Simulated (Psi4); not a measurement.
Torsional profile of SMILES [SiH3]c1cc([SeH])ccc1 (C6H8SeSi). Scanned: dihedral C5–C6–Se7–H15; all other coordinates were relaxed at GFN2-xTB. Points at φ and −φ are mirror images.

Geometry of the scan point at -160° (Å):
```
16

Si     2.5629     0.4996     0.0148
C      0.7531    -0.0440    -0.0015
C      0.4220    -1.3960     0.0490
C     -0.8972    -1.8111     0.0447
C     -1.9175    -0.8786    -0.0121
C     -1.6017     0.4713    -0.0547
Se    -3.0391     1.7478    -0.1274
C     -0.2788     0.8839    -0.0521
H      3.1382     0.1905     1.3258
H      2.6217     1.9396    -0.2386
H      3.2826    -0.2318    -1.0297
H      1.2122    -2.1321     0.0893
H     -1.1365    -2.8642     0.0793
H     -2.9525    -1.1925    -0.0199
H     -2.2162     2.8198    -0.6442
H     -0.0485     1.9409    -0.0904
```

Calculation: PBE-D3(BJ)/def2-SVP // GFN2-xTB in Psi4 1.11.

Scanned values (°): -160, -140, -120, -100, -80, -60, -40, -20, 0, 20, 40, 60, 80, 100, 120, 140, 160, 180.

At which scan points does the profile have its minima and maxima, and how high do they lie?

Lower than their neighbours: 0° (0.1 mEh), 180° (0.0 mEh). Higher than their neighbours: -100° (2.0 mEh), 100° (2.0 mEh). The whole profile spans 2.0 mEh.
